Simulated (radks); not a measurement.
The numbers below are computed, except where a source is named.
Task: Nd III, 58 electrons, occupied as [Xe] 4f4. Code: a radial shooting solver on a logarithmic mesh with Libxc functionals. Model: Dirac Kohn-Sham, LDA (Slater exchange, Perdew-Wang correlation), spin-unpolarised, spherical densities, point nucleus; open shells fill j = l - 1/2 first. Some entries of the table are withheld. Estimate them.

| orbital | occ. | eigenvalue (hartree) | r(max) (bohr) | <r> (bohr) |
|---|---|---|---|---|
| 1s1/2 | 2 | (1) | 0.01511 | (2) |
| 2s1/2 | 2 | -257.8823 | 0.08572 | 0.1005 |
| 2p1/2 | 2 | -244.0941 | 0.06509 | 0.08425 |
| 2p3/2 | 4 | -225.0049 | 0.07054 | 0.09066 |
| 3s1/2 | 2 | -56.28882 | 0.2442 | 0.2663 |
| 3p1/2 | 2 | -50.38961 | 0.2310 | 0.2559 |
| 3p3/2 | 4 | -46.58080 | 0.2427 | 0.2683 |
| 3d3/2 | 4 | -36.27216 | 0.1940 | 0.2395 |
| 3d5/2 | 6 | -35.44793 | 0.1973 | 0.2434 |
| 4s1/2 | 2 | -11.55100 | 0.5656 | 0.6077 |
| 4p1/2 | 2 | -9.32572 | 0.5728 | 0.6240 |
| 4p3/2 | 4 | -8.49494 | 0.5982 | 0.6527 |
| 4d3/2 | 4 | -4.83267 | 0.6141 | 0.7021 |
| 4d5/2 | 6 | -4.68606 | 0.6225 | 0.7124 |
| 5s1/2 | 2 | (3) | 1.319 | 1.470 |
| 5p1/2 | 2 | -1.36953 | 1.445 | 1.655 |
| 5p3/2 | 4 | -1.25542 | 1.520 | 1.743 |
| 4f5/2 | 4 | (4) | (5) | 1.077 |
| 4f7/2 | 0 | (6) | (7) | 1.093 |

Result: 
(1) 1s1/2 eigenvalue (hartree): -1592.451
(2) 1s1/2 <r> (bohr): 0.02365
(3) 5s1/2 eigenvalue (hartree): -1.96704
(4) 4f5/2 eigenvalue (hartree): -0.54943
(5) 4f5/2 r(max) (bohr): 0.6610
(6) 4f7/2 eigenvalue (hartree): -0.53439
(7) 4f7/2 r(max) (bohr): 0.6664
